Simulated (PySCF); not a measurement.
LC-wPBE single point of triplet MoS(OH)₂ at its PBE0 minimum.

Input, equivalent to the run apart from its starting density:

```python
from pyscf import gto, scf, dft
mol = gto.M(atom='''
Mo     0.160300     0.113070     0.110754
S     -1.474558    -0.349014    -1.148390
O     -0.067226     0.283023     1.967593
O      1.928267    -0.171547    -0.456512
H     -0.528388    -0.332770     2.550237
H      2.281056    -0.972757    -0.862649''',
    basis={'Mo': 'def2-SVP', 'S': 'def2-SVP', 'O': 'def2-SVP', 'H': 'def2-SVP'},
    ecp={'Mo': 'def2-SVP'},
    charge=0, spin=2)
mf = dft.UKS(mol, xc='LC_WPBE')
mf.grids.atom_grid = (75, 302)
aux = {'Mo': 'def2-universal-JKFIT', 'S': 'def2-universal-JKFIT', 'O': 'def2-universal-JKFIT', 'H': 'def2-universal-JKFIT'}
mf = mf.density_fit(auxbasis=aux)
mf.conv_tol = 1e-08
mf.diis_space = 10
mf.max_cycle = 60
mf.verbose = 4
mf.kernel()
```

Excerpt of the output:

```
init E= -617.662529316572
cycle= 1 E= -617.66635397646  delta_E= -0.00382  |g|= 0.0483  |ddm|= 0.129
cycle= 2 E= -617.665290616013  delta_E= 0.00106  |g|= 0.0687  |ddm|= 0.119
cycle= 3 E= -617.667678053269  delta_E= -0.00239  |g|= 0.00715  |ddm|= 0.0674
cycle= 4 E= -617.66775599921  delta_E= -7.79e-05  |g|= 0.00405  |ddm|= 0.019
cycle= 5 E= -617.667777176656  delta_E= -2.12e-05  |g|= 0.00208  |ddm|= 0.00587
cycle= 6 E= -617.667802951367  delta_E= -2.58e-05  |g|= 0.00171  |ddm|= 0.00911
cycle= 7 E= -617.667826184959  delta_E= -2.32e-05  |g|= 0.00119  |ddm|= 0.0109
cycle= 8 E= -617.667845594405  delta_E= -1.94e-05  |g|= 0.000468  |ddm|= 0.0163
cycle= 9 E= -617.667848179256  delta_E= -2.58e-06  |g|= 0.000165  |ddm|= 0.0068
cycle= 10 E= -617.667848364974  delta_E= -1.86e-07  |g|= 7.87e-05  |ddm|= 0.00146
cycle= 11 E= -617.667848404798  delta_E= -3.98e-08  |g|= 4.67e-05  |ddm|= 0.000582
cycle= 12 E= -617.667848415598  delta_E= -1.08e-08  |g|= 3.29e-05  |ddm|= 0.000287
cycle= 13 E= -617.667848419694  delta_E= -4.1e-09  |g|= 1.53e-05  |ddm|= 0.000216
Extra cycle  E= -617.667848420015  delta_E= -3.21e-10  |g|= 1.61e-05  |ddm|= 3.72e-05
converged SCF energy = -617.667848420015  <S^2> = 2.0957751  2S+1 = 3.0631847
```

Open d and f shells are described by one determinant, and the ground state may have another occupation or spin.

This run, together with those of the ionised and electron-attached species (not shown), took 49 s on 2 threads of a shared AMD EPYC (Zen 3) host, with 87 basis functions; the process peaked at 1.2 GiB. Launch command: `OMP_NUM_THREADS=2 python axn.py task.json out`.
